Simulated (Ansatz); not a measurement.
CH4N2OSi (`N=C1N[SiH2]O1`) from Hartree–Fock to CCSD(T)

```json
{"atom": "N1", "x (Å)": "-1.3721", "y (Å)": "0.1490", "z (Å)": "-1.6005"}
{"atom": "C2", "x (Å)": "-0.5341", "y (Å)": "0.0220", "z (Å)": "-0.6804"}
{"atom": "N3", "x (Å)": "-0.4453", "y (Å)": "0.6951", "z (Å)": "0.5305"}
{"atom": "Si4", "x (Å)": "0.9556", "y (Å)": "-0.2257", "z (Å)": "0.9170"}
{"atom": "O5", "x (Å)": "0.5616", "y (Å)": "-0.8378", "z (Å)": "-0.6042"}
{"atom": "H6", "x (Å)": "-1.1731", "y (Å)": "-0.4872", "z (Å)": "-2.3655"}
{"atom": "H7", "x (Å)": "-1.0961", "y (Å)": "1.4054", "z (Å)": "0.8065"}
{"atom": "H8", "x (Å)": "2.2519", "y (Å)": "0.4859", "z (Å)": "0.9764"}
{"atom": "H9", "x (Å)": "0.8516", "y (Å)": "-1.2066", "z (Å)": "2.0203"}
```

Charge 0, multiplicity 1. All single points use the PBE0-D4/def2-TZVP geometry. It is one conformer, not always the lowest. Frozen core, restricted reference, Ansatz 0.2.0. CBS rows extrapolate triple and quadruple zeta; past MP2 they add the triple-zeta difference.

```csv
basis,HF (Eh),MP2 corr.,CCSD corr.,(T),CCSD(T) total
def2-SVP,-512.65978,-0.72256,?,-0.02435,?
def2-TZVPP,?,-0.90370,-0.92442,-0.04065,?
def2-QZVPP,-513.06013,?,–,–,–
CBS(def2),-513.06284,-1.02027,?,as TZ,?
```

(1) Fill in the withheld values. (An estimate is asked.)

Answers

(1) The calculation gave: def2-SVP CCSD corr.: -0.75397; def2-SVP CCSD(T) total: -513.43810; def2-TZVPP HF (Eh): -513.04042; def2-TZVPP CCSD(T) total: -514.00549; def2-QZVPP MP2 corr.: -0.97067; CBS(def2) CCSD corr.: -1.04098; CBS(def2) CCSD(T) total: -514.14447.
